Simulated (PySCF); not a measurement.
**Os⁶²⁺: ionisation energy**

Os⁶²⁺ [Ne] 3s2 3p2 (3P) → Os⁶³⁺ [Ne] 3s2 3p1 (2P), as a difference of total energies. All numbers are calculated (PySCF 2.14, no relativity, point nucleus, in an even-tempered Gaussian basis (16 s from 17 bohr⁻², ratio 2.5; 10 p from 23 bohr⁻², ratio 2.5; 4 d from 87 bohr⁻², ratio 2.7; 4 f from 130 bohr⁻², ratio 2.7)). Correlated levels: outer shells: 1s2 frozen; virtual orbitals above 40 to 60 times the deepest correlated orbital energy dropped. The calculations carry no spin-orbit coupling.

| method | ionisation energy (eV) |
| --- | --- |
| UHF | 6527.7 |
| LDA | 6529.2 |
| PBE | 6530.2 |
| PBE0 | 6529.9 |
| r2SCAN | 6530.1 |
| r2SCANh | 6530.0 |
| TPSS | 6530.0 |
| MP2 (outer shells) | 6527.6 |
| SCS-MP2 (outer shells) | 6527.2 |

Spin-orbit coupling is strong in these open shells (close to jj coupling). The scalar numbers leave it out and a first-order estimate fails, so it can dominate the gap to the real levels.

The gap to the reference is mostly relativistic.

For comparison: 7039 ± 15 eV (theoretical estimate listed by NIST; NIST Atomic Spectra Database, ionization energies).
